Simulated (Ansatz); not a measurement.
System: CH8P3Si, charge -1, multiplicity 1. It need not be the lowest isomer of its formula. Whether it binds its extra electron was not tested at this geometry. 
Geometry from a B3LYP-D3(BJ)/def2-TZVP (Ansatz, a program for electronic structure) optimisation:
```
Si
C 1 1.9061
H 2 1.0925 1 109.73
H 2 1.0930 3 107.77 1 118.87
H 2 1.0941 3 108.93 4 117.66
P 1 2.1612 2 119.16 3 59.89
H 6 1.4336 1 91.04 2 52.96
P 1 2.3018 2 103.50 3 -66.83
H 8 1.4191 1 95.02 2 -175.74
H 8 1.4230 9 93.24 1 96.92
P 1 2.3211 2 100.63 3 -172.85
H 11 1.4175 1 95.83 2 163.77
H 11 1.4274 12 93.64 1 100.14
```
Charge -1, spin multiplicity 1.

Basis-set convergence of Hartree-Fock and CCSD(T) correlation energies (hartree) with Ansatz. Correlated levels leave the core frozen unless marked. Spin-orbit coupling is left out. No relativistic terms. This anion needs diffuse functions, which these sets lack.

```tsv
basis	functions	E(HF)	E(corr, CCSD(T))
cc-pV(D+d)Z	146	-1353.72692	-0.73316
cc-pV(T+d)Z	298	-1353.79372	-0.90678
cc-pV(Q+d)Z	551	___	___
```

Some entries are withheld; supply them.


- cc-pV(Q+d)Z, E(HF): -1353.81181
- cc-pV(Q+d)Z, E(corr, CCSD(T)): -0.95988
